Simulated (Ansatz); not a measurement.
Species: AlBr2, net charge 0, doublet state. It need not be the lowest isomer of its formula. 
Structure (B3LYP-D3(BJ)/def2-TZVP (Ansatz, a quantum-chemistry and plane-wave program) minimum search):
```xyz
3

Al     0.6212     0.4891     0.5656
Br    -0.2566     1.4693    -1.2990
Br     0.0259    -1.6510     1.0889
```
Charge 0, spin multiplicity 2.

Basis-set convergence of Hartree-Fock and CCSD correlation energies (hartree) with Ansatz. Correlated levels leave the core frozen unless marked. UHF or UKS for open shells. No spin-orbit coupling. Frozen are the shells of the preceding noble gas and the d and f shells that filled before the atom's block. No relativistic terms.

| basis | functions | E(HF) | E(corr, CCSD) |
|---|---|---|---|
| def2-SVP | 82 | -5386.16158 | -0.29905 |
| def2-TZVPP | 138 | ___ | ___ |

What belongs in the gaps?


- def2-TZVPP, E(HF): -5386.87876
- def2-TZVPP, E(corr, CCSD): -0.39735
